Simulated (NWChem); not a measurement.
System: SnNH2Cl, singlet; SMILES [Cl][Sn][NH2]

```xyz
5

Sn    -0.3526    -0.4742     0.0000
Cl     0.1032     1.9135     0.0000
N      1.6388    -0.9532     0.0000
H      2.0241    -1.9029     0.0000
H      2.3785    -0.2421     0.0000
```
Atoms are numbered in this order, from 1.

Computed with NWChem. Low-valent species are run as closed-shell singlets; no triplet was tried in these runs. Coordinates come from a PBE-D3(BJ)/def2-SVP optimisation. def2 effective core potentials on Sn; no spin-orbit coupling. Level PBE/def2-SVP: energy and gradient on several grids; changes count from the extra-fine grid, which is no exact limit either.

| grid | size of the energy change (μHa) | largest change of a gradient component (μHa/bohr) |
|---|---|---|
| xcoarse | 400 | 6000 |
| coarse | 90 | 400 |
| medium | < 10 | 70 |
| fine | < 10 | < 30 |
| xfine | < 10 | < 30 |
